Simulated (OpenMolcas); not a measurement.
Ni6+: the spin-orbit constant, Racah parameters, worked from levels

```json
{
  "Program": "OpenMolcas 26.06",
  "Basis": "ANO-RCC-VTZP [6s5p3d2f1g]",
  "Scalar Hamiltonian": "DKH2, point nucleus",
  "Active space": "4 electrons in 5 orbitals (3d)",
  "State averaging": "2S+1 = 5 even, 5 roots; 2S+1 = 3 even, 45 roots; 2S+1 = 1 even, 50 roots",
  "Spin-orbit coupling": "state interaction with AMFI integrals over the reference wave functions, term energies averaged over their components"
}
```

Methods: CASSCF; MS-CASPT2, IPEA 0.25 Eh, imaginary shift 0.1 Eh (closed shells correlated: 3s 3p). Measured levels: Corliss and Sugar, J. Phys. Chem. Ref. Data 10, 197 (1981).

**The spin-orbit constant.** For the Hund term ⁵D of d4, E(J) = (A/2) J(J+1) + constant and ζ = 2S·A = 4A. From J = 0 to J = 4 the energy changes by 10 A.

```json
{"Source": "CASSCF", "E(4) - E(0)": "2563.4", "A": "256.3", "ζ": "1025"}
{"Source": "MS-CASPT2", "E(4) - E(0)": "2576.3", "A": "257.6", "ζ": "1031"}
{"Source": "measured", "E(4) - E(0)": "2392.0", "A": "239.2", "ζ": "957"}
```

All in cm-1. MS-CASPT2 is off by +7.7 % and CASSCF by +7.2 %. Both methods take the spin-orbit matrix elements from the reference wave functions, so the second can move ζ only through the term energies and any multistate remixing. Second-order mixing with other terms is absorbed into this ζ.

**Racah parameters.** Above ⁵D, d4 has ³G at 9B + 4C, ³H at 4B + 4C and ³D at 16B + 4C. The first two fix B and C, and the third tests them; where it misses by thousands of cm-1, two parameters do not describe the configuration (Trees and configuration-interaction terms are left out) and B and C hang on the terms chosen. Term energies are centres of gravity, weighted by 2J + 1.

```csv
Source,³G,³H,B,C,C/B,"³D from B, C",³D found
CASSCF,41701,32742,1792,6394,3.57,54248,53267
MS-CASPT2,38104,31438,1333,6526,4.90,47432,46370
measured,37317,30870,1289,6428,4.99,46336,
```

Energies in cm-1. From CASSCF to MS-CASPT2, B changes by -25.6 % and C by +2.1 %. Against the measured terms, MS-CASPT2 has B off by +3.4 % and C by +1.5 %.

CASPT2 breaks the degeneracy within a term, and the mean is taken; among the terms shown or strongly mixed into the levels shown the widest spread is 260 cm-1 (3d⁴ ³H, MS-CASPT2). Without dynamic correlation excited terms often stand tens of per cent too high (terms of higher spin than the ground term too low), and those without a measured partner can miss by more than the paired ones (holds for CASSCF). Computed and measured levels are paired by configuration, term and J; levels that our copy of the source lacks, or whose pairing is in doubt (as where it misses far off the trend of its configuration), stay unpaired and out of the deviations. Only configurations of the active space appear.
